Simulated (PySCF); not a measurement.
## GeH: input and log

State: ²Π (doublet), unpaired electrons π ↑.

An equivalent input (the run itself took its basis sets from the Basis Set Exchange, started from a PBE0 density and held the occupation σ 8α 8β, πx 3α 3β, πy 4α 3β, δx 1α 1β, δy 1α 1β):

```python
from pyscf import gto, scf, cc
mol = gto.M(atom='Ge 0 0 0; H 0 0 1.604', basis={'Ge': 'pcseg-1', 'H': 'pcseg-1'},
            charge=0, spin=1, verbose=4, symmetry='C2v')
mf = scf.UHF(mol)
mf.irrep_nelec = {'A1': (9, 9), 'A2': (1, 1), 'B1': (3, 3), 'B2': (4, 3)}
mf.conv_tol = 1e-9
mf.max_cycle = 60
mf.diis_space = 10
mf.kernel()
mycc = cc.CCSD(mf, frozen=[[0, 1, 2, 3, 4, 5, 6, 7, 8], [0, 1, 2, 3, 4, 5, 6, 7, 8]])
mycc.run(conv_tol=1e-7, conv_tol_normt=1e-5, max_cycle=80, diis_space=8)
et = mycc.ccsd_t()
```

The SCF ended at -2075.61902134 hartree. The coupled-cluster part of the log:

```
******** <class 'pyscf.cc.uccsd.UCCSD'> ********
CC2 = 0
CCSD nocc = (8, 7), nmo = (23, 23)
frozen orbitals [[0, 1, 2, 3, 4, 5, 6, 7, 8], [0, 1, 2, 3, 4, 5, 6, 7, 8]]
max_cycle = 80
direct = 0
conv_tol = 1e-07
conv_tol_normt = 1e-05
diis_space = 8
diis_start_cycle = 0
diis_start_energy_diff = 1e+09
Init t2, MP2 energy = -0.0691286577598834
Init E_corr(UCCSD) = -0.0691286577602089
cycle = 1  E_corr(UCCSD) = -0.0829736153950913  dE = -0.0138449576  norm(t1,t2) = 0.0580242
cycle = 2  E_corr(UCCSD) = -0.0873875196784675  dE = -0.00441390428  norm(t1,t2) = 0.0245747
cycle = 3  E_corr(UCCSD) = -0.0902298569955577  dE = -0.00284233732  norm(t1,t2) = 0.0121913
cycle = 4  E_corr(UCCSD) = -0.0902135829116162  dE = 1.62740839e-05  norm(t1,t2) = 0.00211122
cycle = 5  E_corr(UCCSD) = -0.0901869087093349  dE = 2.66742023e-05  norm(t1,t2) = 0.000606032
cycle = 6  E_corr(UCCSD) = -0.0901959622380401  dE = -9.05352871e-06  norm(t1,t2) = 0.000248394
cycle = 7  E_corr(UCCSD) = -0.0901930995995487  dE = 2.86263849e-06  norm(t1,t2) = 7.31075e-05
cycle = 8  E_corr(UCCSD) = -0.090194043509794  dE = -9.43910245e-07  norm(t1,t2) = 1.84248e-05
cycle = 9  E_corr(UCCSD) = -0.0901940989392128  dE = -5.54294188e-08  norm(t1,t2) = 8.17755e-06
UCCSD converged
E(UCCSD) = -2075.70921543552  E_corr = -0.09019409893921285
UCCSD(T) correction = -0.00188898628874229
```

T1 diagnostic 0.009, D1 0.032, 15 electrons correlated.

Repeating this along the bond gives Re = 1.596 Å and ωe = 1886 cm⁻¹.

A point of this curve took 0.53 CPU seconds beside 0.081 for the integrals (shared host).

Correlated steps freeze 9 core orbitals. Spin–orbit coupling is left out. The state was picked by a PBE0 search and need not be the measured ground state.
